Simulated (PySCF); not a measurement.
# [La(H2CO)]3+ relaxed at several levels

Computed with PySCF 2.14.0, def2-SVP on the ligands, density fitting, scalar-relativistic core potentials, no spin-orbit coupling, vacuum. Each row is relaxed at its own level from the same template. Distances are means of the shortest metal–ligand contacts, charges and spins Mulliken's; removal energies are rigid, with the ligand's formal charge and no counterpoise, so too large; for an anion taken off a cation in vacuum most of it is the attraction of opposite charges, and multiply charged cations can part far more cheaply with an electron moved from ligand to metal.

```
level   basis on the metal  point group  M–H2CO (Å)  charge on M (e)  HOMO–LUMO gap (eV)  removal of one H2CO (eV)  strongest infrared band, degenerate modes summed (cm⁻¹)  unstable modes (below −25 cm⁻¹)
 PBE0  def2-SVP with ECP46          C2v       2.231             2.48                5.53                      5.51                                                     1584                                0
```

**Question.** What does the calculation give for B3LYP, def2-SVP with ECP46?

**Answer.** point group: C2v, M–H2CO (Å): 2.244, charge on M (e): 2.47, HOMO–LUMO gap (eV): 4.94, removal of one H2CO (eV): 5.53, strongest infrared band, degenerate modes summed (cm⁻¹): 1439, unstable modes (below −25 cm⁻¹): 0.
```xyz
5

La    0.0000    0.0000   -0.3249
O     0.0000    0.0000    1.9192
C     0.0000    0.0000    3.1850
H     0.9682    0.0000    3.7329
H    -0.9682    0.0000    3.7329
```

One start shape was tried for each, so a minimum needn't be the lowest isomer.
